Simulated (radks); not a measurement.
All-electron atom: V19.5+ in 1s(up 1, down 0.5) 2s2 (fractional occupations, a model configuration). Calculated with a radial shooting solver on a logarithmic mesh with Libxc functionals: scalar-relativistic Kohn-Sham, r2SCAN, spin-polarised, spherical densities, finite nucleus; meta-GGA in the generalised Kohn-Sham scheme; Fermi nuclear charge, rms radius 3.6002 fm.

Normalised radial functions P(r) = r R(r), r in bohr:

r          1s up    2s up  2s down
0.003205  0.6778   0.2284   0.2280
0.004274  0.8785   0.2958   0.2953
0.005701  1.1292   0.3798   0.3792
0.007604  1.4358   0.4818   0.4811
0.01014   1.7991   0.6015   0.6006
0.01353   2.2110   0.7343   0.7333
0.01804   2.6477   0.8687   0.8678
0.02406   3.0633   0.9824   0.9817
0.03209   3.3853   1.0379   1.0380
0.0428    3.5196   0.9821   0.9838
0.05664   3.3825   0.7615   0.7656
0.07554   2.9207   0.3141   0.3219
0.1007    2.1869  -0.3528  -0.3442
0.1344    1.3550  -1.1360  -1.1269
0.1792    0.6535  -1.7957  -1.7901
0.239     0.2284  -2.0413  -2.0405
0.3188    0.0513  -1.7323  -1.7348
0.4252    0.0064  -1.0580  -1.0614
0.5672    0.0004  -0.4304  -0.4327
0.7564    0.0000  -0.1040  -0.1048

1s up: eigenvalue -6677.8 eV, 0 radial nodes, <r> = 0.0653 bohr, 90 % of the charge inside 0.116 bohr. 2s up: eigenvalue -1513.1 eV, 1 radial node at r = 0.0874 bohr, <r> = 0.272 bohr, 90 % of the charge inside 0.416 bohr. 2s down: eigenvalue -1510.6 eV, 1 radial node at r = 0.0877 bohr, <r> = 0.273 bohr, 90 % of the charge inside 0.416 bohr.
